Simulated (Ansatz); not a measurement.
An input meant for Ti₂O₂ (charge 0, singlet; atoms displaced at random, 0.03 Å in each coordinate).

```yaml
crystal:
  periodic: [false, false, false]
  atoms:
    - {symbol: Ti, position_ang: [1.061108, -0.152205, 0.308414]}
    - {symbol: Ti, position_ang: [-1.058487, 0.089409, 0.309745]}
    - {symbol: O, position_ang: [0.164687, 1.346667, -0.267332]}
    - {symbol: O, position_ang: [-0.108116, -1.314006, -0.361356]}
basis:
  gaussian: {orbitals: def2-SVPD, fitting: {mean_field: def2-universal-jkfit}}
magnetization: {spin_polarized: true, initial_magnetization: 1}
hamiltonian: {xc: {name: revPBE}, dispersion: d4}
scf: {lower_state_search: off}
output: {forces: true}
```

```sh
$ ansatz run in.yaml --threads 4 --pin off --events-out ev --progress --plain --max-ram 3916MiB
```

Predict how Ansatz answers.

The input was rejected before any iteration. The number of unpaired electrons doesn't fit the electron count.
```
Error: a molecule whose nuclei and cores have a total charge of 60 cannot have a net charge of 0 together with 1 unpaired electrons
```
